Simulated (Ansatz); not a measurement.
Basis-set extrapolation for CH6N2OSi (`N[Si]1(O)CN1`) (PBE0-D4/def2-TZVP geometry, frozen core, Ansatz 0.2.0). Multiplicity 1, RHF reference.

|  | def2-TZVPP | def2-QZVPP |
| --- | --- | --- |
| HF | -514.223177 | -514.243835 |
| MP2 correlation | -0.946043 | -1.016271 |
| CCSD(T) correlation | -1.012259 | not run |

Energies in hartree. Use E(X) = E(∞) + A·exp(−7.88·√X) for Hartree–Fock and E(X) = E(∞) + B·X^(−2.97) for correlation, with X = 3 and 4, and add CCSD(T) minus MP2 of the smaller set to the MP2 limit.

Question: What is the CCSD(T) energy at the basis-set limit?

Answer: HF limit: -514.243835 + (-0.020658) × 0.13774 = -514.24668. MP2 limit: -1.016271 + (-0.070228) × 0.74074 = -1.06829. Higher-order term: -1.012259 − (-0.946043) = -0.06622. Total: -515.38119 hartree, 91.5 kcal/mol below CCSD(T)/def2-TZVPP.
